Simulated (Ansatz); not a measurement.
The same hydrogenolysis along the group F, Cl, Br.

Calculated with Ansatz (gas phase, PBE0-D4/def2-TZVP geometries, no zero-point term in ΔE). CCSD(T)/CBS is the MP2 limit (def2-TZVPP, def2-QZVPP) plus CCSD(T) − MP2 in def2-TZVPP, frozen cores. This one scheme is used for every species. Functionals use def2-TZVPP. For Br, Ge outer-core shells are correlated without core-valence functions, which leaves a few kJ/mol of doubt a bond. Scalar relativity is left out up to krypton.

```
                                 reaction  HF/CBS(def2) (kcal/mol)  PBE0-D4 (kcal/mol)  CCSD(T)/CBS(def2) (kcal/mol)
 `[CH3][Ge][F]` + H₂ → `[CH3][GeH]` + H–F                     22.8                23.8                          24.3
`[CH3][Ge][Cl]` + H₂ → `[CH3][GeH]` + HCl                     24.8                28.8                          28.6
`[CH3][Ge][Br]` + H₂ → `[CH3][GeH]` + HBr                     27.1                31.6                          31.2
```

Largest T1 diagnostic: 0.013, for `[CH3][Ge][F]`.
